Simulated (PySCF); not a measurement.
C8H7F.
SMILES with atom numbers: `[F:1][C:2]1=[CH:3][C@H:4]2[CH:5]=[CH:6][C@@H:7]1[CH:8]=[CH:9]2`

Cartesian coordinates in Å at the GFN2-xTB level; atoms count from 1:
```xyz
16
C8H7F angstrom
F      1.9875    0.1189    2.0079
C      0.9439    0.1099    1.1627
C     -0.3058    0.4227    1.4582
C     -1.2137    0.2955    0.2526
C     -0.5941    1.1704   -0.8234
C      0.6627    0.8671   -1.0946
C      1.1931   -0.2940   -0.2712
C      0.2237   -1.4363   -0.5208
C     -1.0316   -1.1262   -0.2506
H     -0.6805    0.7310    2.4148
H     -2.2475    0.5477    0.4736
H     -1.1746    1.9451   -1.2894
H      1.2949    1.3496   -1.8171
H      2.2340   -0.5407   -0.4662
H      0.5837   -2.3797   -0.8873
H     -1.8831   -1.7720   -0.3607
```

NICS is the negative of the GIAO shielding at a point without a nucleus: at the ring centre (0) and 1 Å above and below it (1); zz is the component along the ring normal. Level: GIAO PBE0/pcSseg-1 (PySCF, non-relativistic, gas phase) on the GFN2-xTB geometry, one conformer.

Ring bond lengths (Å), with Mayer bond orders in brackets: C2–C3 1.322 (1.83), C3–C4 1.515 (0.96), C4–C5 1.519 (0.97), C5–C6 1.321 (1.88), C6–C7 1.519 (0.97), C7–C2 1.510 (0.99); C2–C3 1.322 (1.83), C3–C4 1.515 (0.96), C4–C9 1.519 (0.97), C9–C8 1.321 (1.88), C8–C7 1.519 (0.97), C7–C2 1.510 (0.99).

Problem. Give the NICS values of each ring in ppm.

Solution. 
```tsv
ring	type	NICS(0)	NICS(1), two faces	NICS(1)zz, two faces	rms pucker (Å)	centre to ring atoms, mean (Å)
C2–C3–C4–C5–C6–C7	6-membered carbocycle; formal bonds 2 double, 4 single	-1.2	-3.8 / -3.5	-4.5 / -4.8	0.33	1.38
C2–C3–C4–C9–C8–C7	6-membered carbocycle; formal bonds 2 double, 4 single	-1.2	-3.5 / -3.8	-4.8 / -4.5	0.33	1.38
```

Problem. What can be read from them?

Solution. 
- C2–C3–C4–C5–C6–C7: mean NICS(1)zz -4.7 ppm, shielded. C4, C7 have four or more neighbours, so the value isn't read as a sign of a π ring current. C9, outside the ring, lies only 1.07 Å from a NICS(1) probe, which then mostly feels that atom.
- C2–C3–C4–C9–C8–C7: mean NICS(1)zz -4.7 ppm, shielded. C4, C7 have four or more neighbours, and the NICS criterion for π rings isn't applied. C5, outside the ring, lies only 1.07 Å from a NICS(1) probe, which then mostly feels that atom.

Problem. At the first NICS(1) probe listed for ring C2–C3–C4–C5–C6–C7, 1 Å off the ring, what do the in-plane components average?

Solution. The isotropic value is a third of the trace: (3 × -3.8 − (-4.5))/2 = -3.4 ppm.

Problem. Give the inner angles of the rings and the Hirshfeld charges of the ring atoms.

Solution. 
- C2–C3–C4–C5–C6–C7: C2 115.6° (+0.082 e), C3 111.6° (-0.091 e), C4 105.7° (-0.022 e), C5 113.7° (-0.052 e), C6 113.4° (-0.055 e), C7 104.6° (-0.033 e); sum 664.6° against 720° for a flat convex ring.
- C2–C3–C4–C9–C8–C7: C2 115.6° (+0.082 e), C3 111.6° (-0.091 e), C4 105.7° (-0.022 e), C9 113.7° (-0.052 e), C8 113.3° (-0.055 e), C7 104.6° (-0.033 e); sum 664.5° against 720° for a flat convex ring.

Problem. What are the shieldings of the ring atoms and their hydrogens in the same run (means over atoms taken as equivalent)?

Solution. 
| atoms | environment | σ isotropic (ppm) | principal values of the symmetric part, first atom (ppm) |
| --- | --- | --- | --- |
| C2 | vinylic C–F carbon | -6.7 | -128.9, 53.1, 55.6 |
| C3 | alkene CH carbon | 70.0 | -30.6, 78.9, 161.8 |
| C4 | sp3 carbon at a ring junction | 137.4 | 111.3, 149.5, 151.4 |
| C5 (×2) | alkene CH carbon | 33.2 | -102.1, 44.6, 157.2 |
| C6 (×2) | alkene CH carbon | 37.8 | -97.7, 54.9, 156.2 |
| C7 | sp3 carbon at a ring junction | 132.9 | 109.0, 136.7, 152.9 |
| H10 | vinylic hydrogen | 25.56 | 23.8, 25.1, 27.8 |
| H11 | methine hydrogen | 27.30 | 24.8, 25.1, 31.9 |
| H12 (×2) | vinylic hydrogen | 24.40 | 22.5, 23.9, 26.8 |
| H13 (×2) | vinylic hydrogen | 24.46 | 22.8, 23.7, 26.9 |
| H14 | methine hydrogen | 27.27 | 25.3, 25.5, 30.9 |
